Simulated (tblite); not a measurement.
A geometry optimisation, step by step.

Species: C8H8FOP.
Atom-mapped SMILES: `[CH3:1][O:2]/[CH:3]=[P:4]/[c:5]1[cH:6][cH:7][c:8]([F:9])[cH:10][cH:11]1` (hydrogens: H12, H13, H14 on C1; H15 on C3; H16 on C6; H17 on C7; H18 on C10; H19 on C11)

Computed with GFN2-xTB (tblite), gas phase: L-BFGS steps from a force-field or distance-geometry start until the largest atomic force falls under 0.01 eV/Å. 4 of its 89 geometries are shown.

Step 0: E = -882.7324 eV, largest atomic force 2.997 eV/Å
```
atom  x, y, z in Å  |  force x, y, z in eV/Å
C1      3.981   -0.523   -0.431   -0.078  -0.648  -0.459
O2      3.493    0.632    0.196    0.632   1.160  -0.289
C3      2.178    0.844    0.030   -1.623   1.256  -0.517
P4      1.136   -0.409    0.363   -0.119  -2.911   0.704
C5     -0.674   -0.236    0.175    0.489   1.585  -0.384
C6     -1.522   -1.312   -0.027   -0.007  -0.288   0.081
C7     -2.892   -1.134   -0.181    0.667   0.181   0.185
C8     -3.341    0.167   -0.119   -0.964  -0.149  -0.167
F9     -4.666    0.419   -0.261    0.069  -0.127   0.004
C10    -2.519    1.248    0.073   -0.123   1.091   0.053
C11    -1.177    1.069    0.214    0.709  -0.423   0.113
H12     5.063   -0.636   -0.236   -0.652   0.141   0.093
H13     3.812   -0.465   -1.537    0.177  -0.027   0.624
H14     3.378   -1.356   -0.032    0.656  -0.226  -0.232
H15     1.792    1.830   -0.329    0.865  -0.353   0.350
H16    -1.111   -2.306   -0.046    0.106  -0.154  -0.046
H17    -3.563   -1.963   -0.324   -0.022   0.026  -0.026
H18    -2.905    2.253    0.105   -0.341  -0.002  -0.023
H19    -0.471    1.886    0.375   -0.442  -0.134  -0.065
```

Step 29: E = -883.6042 eV, largest atomic force 0.155 eV/Å
```
atom  x, y, z in Å  |  force x, y, z in eV/Å
C1      4.038   -0.458   -0.422   -0.014   0.040   0.039
O2      3.341    0.746   -0.209   -0.131  -0.071   0.013
C3      2.007    0.668   -0.053    0.021  -0.061   0.042
P4      1.108   -0.765   -0.011    0.110  -0.030  -0.005
C5     -0.635   -0.239    0.123    0.079  -0.060  -0.085
C6     -1.538   -1.297   -0.024    0.015  -0.007  -0.037
C7     -2.892   -1.069   -0.142   -0.015  -0.023   0.004
C8     -3.346    0.234   -0.099   -0.019   0.005   0.013
F9     -4.663    0.471   -0.258   -0.059   0.057   0.020
C10    -2.485    1.298    0.099    0.015   0.041   0.003
C11    -1.130    1.058    0.217    0.046  -0.048  -0.047
H12     5.082   -0.258   -0.190    0.036  -0.014   0.039
H13     3.958   -0.787   -1.460   -0.107   0.047  -0.102
H14     3.643   -1.255    0.214    0.066   0.005   0.122
H15     1.602    1.663    0.083   -0.058  -0.009  -0.054
H16    -1.173   -2.314   -0.066    0.085   0.052  -0.025
H17    -3.591   -1.875   -0.293   -0.022  -0.044   0.034
H18    -2.877    2.300    0.132   -0.038   0.091   0.047
H19    -0.461    1.890    0.369   -0.010   0.029  -0.022
```

Step 59: E = -883.6671 eV, largest atomic force 0.044 eV/Å
```
atom  x, y, z in Å  |  force x, y, z in eV/Å
C1      4.043   -0.425   -0.316    0.015  -0.006  -0.006
O2      3.308    0.758   -0.139    0.016   0.007   0.000
C3      1.976    0.631   -0.073    0.013  -0.009   0.019
P4      1.119   -0.823   -0.122   -0.004   0.000  -0.040
C5     -0.623   -0.277   -0.047   -0.014   0.011  -0.021
C6     -1.557   -1.309   -0.172    0.001  -0.004   0.009
C7     -2.915   -1.058   -0.157    0.010   0.008   0.025
C8     -3.340    0.250   -0.014   -0.009   0.007   0.005
F9     -4.662    0.516    0.012   -0.017  -0.008  -0.019
C10    -2.444    1.296    0.108   -0.007   0.000   0.023
C11    -1.090    1.027    0.096   -0.011   0.013   0.008
H12     5.093   -0.139   -0.333   -0.007  -0.030   0.013
H13     3.769   -0.907   -1.262   -0.011  -0.019   0.038
H14     3.851   -1.128    0.503    0.009   0.018  -0.026
H15     1.524    1.609    0.030   -0.015   0.021  -0.017
H16    -1.201   -2.324   -0.279    0.001  -0.012  -0.008
H17    -3.643   -1.850   -0.247    0.036  -0.005  -0.005
H18    -2.809    2.306    0.217   -0.013   0.000   0.006
H19    -0.407    1.855    0.204    0.005   0.007  -0.002
```

Step 88: E = -883.6724 eV, largest atomic force 0.009 eV/Å
```
atom  x, y, z in Å  |  force x, y, z in eV/Å
C1      4.031   -0.450   -0.290    0.000   0.006   0.004
O2      3.328    0.758   -0.151   -0.005  -0.004  -0.005
C3      1.991    0.660   -0.100    0.004   0.000  -0.002
P4      1.121   -0.786   -0.182    0.008  -0.002   0.003
C5     -0.620   -0.247   -0.085   -0.004  -0.002   0.002
C6     -1.539   -1.293   -0.200   -0.003  -0.004  -0.005
C7     -2.900   -1.064   -0.154   -0.001  -0.001  -0.001
C8     -3.343    0.236    0.008    0.001  -0.003   0.007
F9     -4.670    0.480    0.053    0.005   0.000  -0.003
C10    -2.461    1.294    0.130   -0.005   0.002   0.003
C11    -1.102    1.048    0.087   -0.006   0.004  -0.005
H12     5.089   -0.198   -0.336    0.000   0.002   0.002
H13     3.725   -0.970   -1.206    0.006   0.001   0.003
H14     3.835   -1.110    0.562    0.000  -0.003   0.000
H15     1.552    1.644   -0.002    0.001  -0.004  -0.008
H16    -1.169   -2.300   -0.329    0.001  -0.004   0.000
H17    -3.611   -1.870   -0.242   -0.002   0.005  -0.002
H18    -2.842    2.295    0.257    0.000   0.002   0.006
H19    -0.427    1.883    0.189    0.000   0.006   0.000
```

Question: Summarise the path.

Answer: The energy falls by 21.68 kcal/mol from step 0 to step 88; nine tenths of that is first reached at step 24. It falls at every step. The largest force goes from 2.997 to 0.009 eV/Å. Among the bonds C3–H15 changes most, from 1.117 to 1.082 Å; the atoms move by 0.365 Å rms after alignment.

Question: Follow the three bonds and two angles with the largest change from start to end.

Answer: 
```json
{"step": "0", "E above end (kcal/mol)": "21.68", "largest force (eV/Å)": "2.997", "C3–H15 (Å)": "1.117", "C3=P4 (Å)": "1.664", "C1–H13 (Å)": "1.120", "C3–P4–C5 (°)": "121.9", "P4–C5–C11 (°)": "116.2"}
{"step": "4", "E above end (kcal/mol)": "10.63", "largest force (eV/Å)": "0.691", "C3–H15 (Å)": "1.100", "C3=P4 (Å)": "1.706", "C1–H13 (Å)": "1.091", "C3–P4–C5 (°)": "110.2", "P4–C5–C11 (°)": "123.6"}
{"step": "8", "E above end (kcal/mol)": "6.86", "largest force (eV/Å)": "0.710", "C3–H15 (Å)": "1.073", "C3=P4 (Å)": "1.681", "C1–H13 (Å)": "1.095", "C3–P4–C5 (°)": "107.8", "P4–C5–C11 (°)": "127.3"}
{"step": "11", "E above end (kcal/mol)": "4.55", "largest force (eV/Å)": "0.397", "C3–H15 (Å)": "1.089", "C3=P4 (Å)": "1.690", "C1–H13 (Å)": "1.097", "C3–P4–C5 (°)": "104.8", "P4–C5–C11 (°)": "130.6"}
{"step": "15", "E above end (kcal/mol)": "3.56", "largest force (eV/Å)": "0.195", "C3–H15 (Å)": "1.081", "C3=P4 (Å)": "1.681", "C1–H13 (Å)": "1.097", "C3–P4–C5 (°)": "103.8", "P4–C5–C11 (°)": "131.2"}
{"step": "19", "E above end (kcal/mol)": "2.89", "largest force (eV/Å)": "0.243", "C3–H15 (Å)": "1.085", "C3=P4 (Å)": "1.689", "C1–H13 (Å)": "1.091", "C3–P4–C5 (°)": "104.5", "P4–C5–C11 (°)": "130.6"}
{"step": "23", "E above end (kcal/mol)": "2.22", "largest force (eV/Å)": "0.236", "C3–H15 (Å)": "1.084", "C3=P4 (Å)": "1.688", "C1–H13 (Å)": "1.100", "C3–P4–C5 (°)": "104.8", "P4–C5–C11 (°)": "129.8"}
{"step": "27", "E above end (kcal/mol)": "1.76", "largest force (eV/Å)": "0.132", "C3–H15 (Å)": "1.081", "C3=P4 (Å)": "1.691", "C1–H13 (Å)": "1.092", "C3–P4–C5 (°)": "105.2", "P4–C5–C11 (°)": "128.4"}
{"step": "31", "E above end (kcal/mol)": "1.41", "largest force (eV/Å)": "0.154", "C3–H15 (Å)": "1.086", "C3=P4 (Å)": "1.690", "C1–H13 (Å)": "1.097", "C3–P4–C5 (°)": "104.8", "P4–C5–C11 (°)": "127.9"}
{"step": "34", "E above end (kcal/mol)": "1.09", "largest force (eV/Å)": "0.234", "C3–H15 (Å)": "1.084", "C3=P4 (Å)": "1.688", "C1–H13 (Å)": "1.096", "C3–P4–C5 (°)": "104.0", "P4–C5–C11 (°)": "127.6"}
{"step": "38", "E above end (kcal/mol)": "0.76", "largest force (eV/Å)": "0.170", "C3–H15 (Å)": "1.084", "C3=P4 (Å)": "1.691", "C1–H13 (Å)": "1.096", "C3–P4–C5 (°)": "103.7", "P4–C5–C11 (°)": "127.2"}
{"step": "42", "E above end (kcal/mol)": "0.55", "largest force (eV/Å)": "0.104", "C3–H15 (Å)": "1.080", "C3=P4 (Å)": "1.688", "C1–H13 (Å)": "1.096", "C3–P4–C5 (°)": "102.6", "P4–C5–C11 (°)": "127.7"}
{"step": "46", "E above end (kcal/mol)": "0.38", "largest force (eV/Å)": "0.119", "C3–H15 (Å)": "1.084", "C3=P4 (Å)": "1.690", "C1–H13 (Å)": "1.095", "C3–P4–C5 (°)": "102.6", "P4–C5–C11 (°)": "127.0"}
{"step": "50", "E above end (kcal/mol)": "0.24", "largest force (eV/Å)": "0.082", "C3–H15 (Å)": "1.080", "C3=P4 (Å)": "1.687", "C1–H13 (Å)": "1.097", "C3–P4–C5 (°)": "102.5", "P4–C5–C11 (°)": "127.4"}
{"step": "54", "E above end (kcal/mol)": "0.17", "largest force (eV/Å)": "0.046", "C3–H15 (Å)": "1.083", "C3=P4 (Å)": "1.689", "C1–H13 (Å)": "1.095", "C3–P4–C5 (°)": "102.8", "P4–C5–C11 (°)": "126.8"}
{"step": "57", "E above end (kcal/mol)": "0.14", "largest force (eV/Å)": "0.057", "C3–H15 (Å)": "1.082", "C3=P4 (Å)": "1.689", "C1–H13 (Å)": "1.096", "C3–P4–C5 (°)": "102.9", "P4–C5–C11 (°)": "126.9"}
{"step": "61", "E above end (kcal/mol)": "0.10", "largest force (eV/Å)": "0.048", "C3–H15 (Å)": "1.082", "C3=P4 (Å)": "1.689", "C1–H13 (Å)": "1.096", "C3–P4–C5 (°)": "103.2", "P4–C5–C11 (°)": "127.1"}
{"step": "65", "E above end (kcal/mol)": "0.06", "largest force (eV/Å)": "0.052", "C3–H15 (Å)": "1.083", "C3=P4 (Å)": "1.689", "C1–H13 (Å)": "1.096", "C3–P4–C5 (°)": "103.3", "P4–C5–C11 (°)": "127.3"}
{"step": "69", "E above end (kcal/mol)": "0.03", "largest force (eV/Å)": "0.038", "C3–H15 (Å)": "1.082", "C3=P4 (Å)": "1.689", "C1–H13 (Å)": "1.096", "C3–P4–C5 (°)": "103.6", "P4–C5–C11 (°)": "127.7"}
{"step": "73", "E above end (kcal/mol)": "0.02", "largest force (eV/Å)": "0.016", "C3–H15 (Å)": "1.082", "C3=P4 (Å)": "1.689", "C1–H13 (Å)": "1.095", "C3–P4–C5 (°)": "103.7", "P4–C5–C11 (°)": "127.7"}
{"step": "77", "E above end (kcal/mol)": "0.01", "largest force (eV/Å)": "0.014", "C3–H15 (Å)": "1.082", "C3=P4 (Å)": "1.689", "C1–H13 (Å)": "1.096", "C3–P4–C5 (°)": "103.7", "P4–C5–C11 (°)": "127.8"}
{"step": "80", "E above end (kcal/mol)": "0.01", "largest force (eV/Å)": "0.021", "C3–H15 (Å)": "1.083", "C3=P4 (Å)": "1.689", "C1–H13 (Å)": "1.096", "C3–P4–C5 (°)": "103.7", "P4–C5–C11 (°)": "127.7"}
{"step": "84", "E above end (kcal/mol)": "0.00", "largest force (eV/Å)": "0.012", "C3–H15 (Å)": "1.082", "C3=P4 (Å)": "1.689", "C1–H13 (Å)": "1.096", "C3–P4–C5 (°)": "103.7", "P4–C5–C11 (°)": "127.7"}
{"step": "88", "E above end (kcal/mol)": "0.00", "largest force (eV/Å)": "0.009", "C3–H15 (Å)": "1.082", "C3=P4 (Å)": "1.689", "C1–H13 (Å)": "1.096", "C3–P4–C5 (°)": "103.7", "P4–C5–C11 (°)": "127.7"}
```
